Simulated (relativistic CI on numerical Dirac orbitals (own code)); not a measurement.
# Radial parameters of Dy⁶⁺

Method of calculation: Dirac-Coulomb-Breit CI, orbitals from a KLI potential per configuration, QED by a radiative potential, unscaled Slater integrals (own radial code, finite nucleus).

Slater integrals F^k, G^k are unscaled and averaged over j, outside the closed core [Kr] 4d10; ζ comes from projecting the Hamiltonian with its Breit term on Σ l·s of the shell.

- 4f⁸5s²5p⁴: F^2(4f,4f) = 131850, F^4(4f,4f) = 83124, F^6(4f,4f) = 59915, ζ(4f) = 2026.1, F^2(5p,5p) = 78475, F^2(4f,5p) = 60119, G^2(4f,5p) = 28486, G^4(4f,5p) = 22849, ζ(5p) = 32768 cm⁻¹; <r>(4f) = 0.7386, <r^2>(4f) = 0.6755, <r>(5p) = 1.367, <r^2>(5p) = 2.095 (bohr units).
- 4f⁷5s5p⁶: F^2(4f,4f) = 137060, F^4(4f,4f) = 86677, F^6(4f,4f) = 62555, ζ(4f) = 2195.2, G^3(4f,5s) = 32176 cm⁻¹; <r>(4f) = 0.7153, <r^2>(4f) = 0.6286, <r>(5s) = 1.204, <r^2>(5s) = 1.621 (bohr units).

Averages of the first 2 configurations, taken without configuration mixing, which lowers the lowest level and can move excited configurations by several eV; other configurations of the list can lie among them:

| Configuration | Parity | States | Average energy above the lowest level (eV) |
| --- | --- | --- | --- |
| 4f⁸5s²5p⁴ | even | 45045 | 18.4 |
| 4f⁷5s5p⁶ | odd | 6864 | 39.4 |
